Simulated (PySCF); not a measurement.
## Krypton: a sound run and one with changed settings

Sound run: Kr [Kr], Kr⁺ [Ar] 3d10 4s2 4p5. Calculation: PySCF 2.14, in cc-pVDZ-DK (5s4p2d, 27 functions); the spin-free X2C one-electron Hamiltonian (Gaussian nucleus). In the sound run the correlated levels freeze [Ar] 3d10. The sound run starts from symmetry-adapted Hartree-Fock orbitals and uses a fine grid where one is needed.

Changed run: a valence shell is frozen. This setting is unsound on purpose.

```tsv
species	method	sound run (hartree)	changed run (hartree)	converged
Kr	MP2	-2788.17040	-2788.14768	yes
Kr	CCSD(T)	-2788.18102	-2788.15675	yes
Kr⁺	MP2	-2787.66295	-2787.63310	yes
Kr⁺	CCSD(T)	-2787.67757	-2787.64276	yes
```

Ionisation energy of Kr:

| method | sound run (eV) | changed run (eV) |
| --- | --- | --- |
| UHF | 13.157 | 13.157 |
| MP2 | 13.808 | 14.003 |
| SCS-MP2 | 13.731 | 13.962 |
| CCSD | 13.700 | 13.983 |
| CCSD(T) | 13.700 | 13.986 |

Freezing a valence shell removes pair correlation that changes on ionisation.

For comparison, NIST gives 14.000 eV between the lowest levels.
